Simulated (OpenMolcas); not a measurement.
## Si3+: RASPT2 settings compared

```json
{"Program": "OpenMolcas 26.06", "Basis": "ANO-R1 [4s3p1d]", "Scalar Hamiltonian": "X2C, finite nucleus", "Active space": "1 electron in 9 orbitals (RAS2 3s 3p; RAS3 3d, at most 1 electron)", "State averaging": "2S+1 = 2 even, 1 root; 2S+1 = 2 odd, 3 roots", "Spin-orbit coupling": "state interaction with AMFI integrals over the reference wave functions, term energies averaged over their components"}
```

Methods on the same reference wave functions:
A. RASSCF
B. SS-RASPT2, IPEA 0.3 Eh, sigma2 regulariser 0.4 Eh (closed shells correlated: 2s 2p)
C. SS-RASPT2, IPEA 0.75 Eh, no level shift (closed shells correlated: 2s 2p)

Energies in cm⁻¹ above 3s ²S_1/2, the measured ground level; measured values from NIST levels in Kelleher and Podobedova, J. Phys. Chem. Ref. Data 37, 1285 (2008).

```json
{"Level": "3s ²S_1/2", "A": "0.0", "B": "0.0", "C": "0.0", "Measured": "0.0"}
{"Level": "3p ²P°_1/2", "A": "74801", "B": "74952", "C": "74953", "Measured": "71288"}
{"Level": "3p ²P°_3/2", "A": "75292", "B": "75442", "C": "75443", "Measured": "71749"}
```

Deviations, from unrounded energies. A percentage is the sum of absolute deviations over the sum of measured energies, with the sign that they share, or ± where signs differ.

```json
{"Against measurement": "mean absolute deviation (cm-1)", "Levels": "2", "A": "3500", "B": "3700", "C": "3700"}
{"Against measurement": "other configurations (%)", "Levels": "2", "A": "+4.9", "B": "+5.1", "C": "+5.1"}
```

A, B, C lie about equally close to measurement. The largest miss of A in the table is 3p ²P°_3/2, by +3500 cm-1. The ranking rests on the paired levels alone, and a cruder setting can come out closer through cancelling errors.

Between B and C no level of the table moves by more than 5 cm-1.

The lowest spin-free term lies below A's lowest term by 0.022 hartree in B, 0.022 hartree in C.

With one active electron outside closed inactive shells, the extra shells (3d) add no correlation to the reference. The basis is small and was not contracted for so high a charge. With one active electron the reference holds no correlation, so core polarisation is missing (holds for A). With one active electron, CASPT2 adds the correlation within the correlated inactive shells and between them and that electron, and leaves the splitting within a term as the reference gives it (holds for B; C). Computed and measured levels are paired by configuration, term and J; levels that our copy of the source lacks, or whose pairing is in doubt (as where it misses far off the trend of its configuration), stay unpaired and out of the deviations. Levels of configurations outside the active space are missing.

° marks odd parity.
